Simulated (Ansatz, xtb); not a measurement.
System: sum formula BHF, net charge 0, doublet state. It need not be the lowest isomer of its formula. 
Coordinates optimised at B3LYP-D3(BJ)/def2-TZVP (Ansatz, an electronic-structure program):
```xyz
3

B     -0.6180     0.4147     0.0242
F      0.5272    -0.2094    -0.0070
H     -1.6550    -0.1892    -0.0583
```
Charge 0, spin multiplicity 2.

Harmonic wavenumbers from GFN2-xTB (xtb, at its own minimum), cm⁻¹: 927, 1316, 2566.

Q: Give the harmonic wavenumbers at B3LYP-D3(BJ)/def2-TZVP (Ansatz, finite differences of forces, unscaled).

A: 999, 1329, 2529 cm⁻¹. Zero-point energy 6.9 kcal/mol.

Q: From these and the geometry, give the ideal-gas thermochemistry at 298.15 K and 1 atm (rigid rotor, harmonic oscillator).

A: Point group Cs, rotational symmetry number 1. Rotational constants 579.8, 36.24, 34.11 GHz. S(trans) 36.21, S(rot) 16.76, S(vib) 0.12, S(elec, spin only) 1.38, S 54.5 cal/(mol K). H(298) - H(0) 2.40 kcal/mol; G - E(el) -6.9 kcal/mol.
